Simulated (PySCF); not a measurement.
Compound: C7H8F (doublet state).
Numbering: `[F:1][C:2]1=[CH:3][CH2:4][CH2:5][CH:6][CH:7]=[CH:8]1` (hydrogens: H9 on C3; H10, H11 on C4; H12, H13 on C5; H14 on C6; H15 on C7; H16 on C8)

Level of theory: UKS B3LYP, pcH-1 on C F H, non-relativistic, mean-field spin-orbit, GIAO (PySCF). Isolated species at its GFN2-xTB geometry (one conformer only). Couplings are sensitive to structure, and on GFN2-xTB geometries they can be far from those on DFT ones. Stability of the SCF solution: not tested. ⟨S²⟩ is 0.788 where a pure state has 0.75.

Question: What is the g tensor, term by term?

Answer: 
```
                    Δg (ppm)     1     2     3
relativistic mass correction  -136  -136  -136
            gauge correction     1    21    20
   orbital Zeeman/spin–orbit   -62   264   393
                       total  -197   149   277
```

So g = 2.00212, 2.00247, 2.00260 and g_iso = 2.00240; the tensor is rhombic: the two nearest values differ by 27 % of g3 − g1. 

Question: At 34.108 GHz, how far is the centre of the isotropic spectrum from where a free electron (g = 2.002319) resonates?

Answer: B = hν/(g μB) with μB/h = 13.99624 MHz/mT gives 1217.06 mT for the free electron and 1217.01 mT at g_iso, 0.05 mT lower.

Question: How much does each term add to the isotropic shift?

Answer: The orbital-Zeeman/spin–orbit term 198, the mass correction -136 and the gauge correction 14 ppm, for a total of 76 ppm. The orbital-Zeeman/spin–orbit term is the largest in size. The mass correction is the same along every axis, so the anisotropy comes from the other two: their spans along these axes are 19 (gauge) and 455 ppm (orbital Zeeman/spin–orbit).

Question: In a frozen sample, at which fields do the three g values resonate at 9.5, 34, 94 and 263 GHz (hyperfine left aside), and which band first spreads them over more than twice a line width of 1.0 mT?

Answer: 
```tsv
band	GHz	B(g3) mT	B(g2) mT	B(g1) mT	spread mT
X	9.5	338.94	338.96	339.02	0.08
Q	34.0	1213.04	1213.11	1213.32	0.29
W	94.0	3353.69	3353.90	3354.48	0.79
J	263.0	9383.20	9383.80	9385.42	2.22
```

The spread grows in proportion to the frequency. J band is the first where it exceeds 2.0 mT.

The largest Mulliken spin populations are on C8 (+0.54), C6 (+0.47), C3 (+0.47) and C7 (-0.22). Three atoms exceed +0.15. The positive populations add up to 1.54 and the negative ones to -0.54, together 2S = 1. The angles at C8 add up to 360.0°, so it is planar.

The HOMO–LUMO gaps are 4.96 eV among the α and 3.97 eV among the β orbitals.
